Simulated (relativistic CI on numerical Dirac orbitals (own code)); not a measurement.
**Pr3+: 5p photoemission**

Computed with this model: Dirac-Coulomb-Breit CI, separate exchange-only KLI orbitals for each configuration, a model potential for QED, valence Slater integrals scaled by 0.8, multiplet model of photoemission in the sudden approximation; configurations [Xe] 4f2 → [Kr] 4d10 4f2 5s2 5p5; 80 K; Lorentzian 0.6 eV and Gaussian 0.5 eV FWHM. Energies are those of the free ion, without screening or charge transfer. The energies are binding energies and can lie tens of eV above those of solids. S is read from ⟨S²⟩ = S(S + 1).

Computed curve for free ion, scaled to 100 at the maximum (points under 2 are left out and the grid is thinned):

```tsv
Energy (eV)	Intensity
47.3	2.0
47.5	2.3
47.6	2.4
47.8	2.8
48.0	3.3
48.2	3.9
48.3	4.2
48.5	5.2
48.7	6.6
48.9	8.8
49.0	10.3
49.2	15.2
49.4	23.8
49.5	29.7
49.7	43.1
49.9	53.4
50.1	57.2
50.2	58.1
50.4	63.8
50.6	78.0
50.8	93.6
50.9	98.3
51.1	98.7
51.3	88.1
51.4	80.1
51.6	63.4
51.8	50.2
52.0	39.7
52.1	34.9
52.3	26.9
52.5	21.7
52.7	18.6
52.8	17.8
53.0	17.3
53.2	18.0
53.4	18.7
53.5	19.3
53.7	22.5
53.9	30.7
54.0	36.5
54.2	47.7
54.4	50.6
54.6	44.8
54.7	41.6
54.9	39.4
55.1	41.2
55.3	40.2
55.4	37.3
55.6	28.9
55.8	20.8
55.9	17.6
56.1	12.4
56.3	8.6
56.5	6.1
56.6	5.2
56.8	4.0
57.0	3.2
57.2	2.7
57.3	2.5
57.5	2.1
```

The ground state has S = 0.98, and the centroid lies at 52.16 eV.
